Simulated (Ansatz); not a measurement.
Consider the ligand exchange at a B–C bond: `[F][Zn][CH2]BCl` + H₂Te → `ClB[TeH]` + `[CH3][Zn][F]`.

Isolated molecules relaxed with PBE0-D4/def2-TZVP in Ansatz; ΔE leaves out vibrations. CCSD(T)/CBS is the MP2 limit (def2-TZVPP, def2-QZVPP) plus CCSD(T) − MP2 in def2-TZVPP, frozen cores. DFT in def2-TZVPP. def2 core potentials past Kr. For Te, Zn outer-core shells are correlated without core-valence functions, which leaves a few kJ/mol of doubt a bond. Scalar relativity is left out up to krypton. Each species was taken in one conformer, which may not be the lowest.

```csv
level,ΔE (eV)
PBE0-D4,-0.24
SCS-MP2/def2-QZVPP,-0.26
```

Task: What does CCSD(T)/CBS give? (Best estimate.)

Result: The calculation gave: -0.26 eV. The listed levels differ from it by 0.02, 0.00 eV.

Largest T1 diagnostic among the species: 0.016.

In def2-TZVPP, CCSD(T) changes the Hartree–Fock value by −0.13 eV (the triples alone add −0.03 eV) and MP2 by −0.19 eV. From PBE to PBE0 (25 % exact exchange), in def2-TZVPP and without D4, ΔE moves by +0.06 eV.
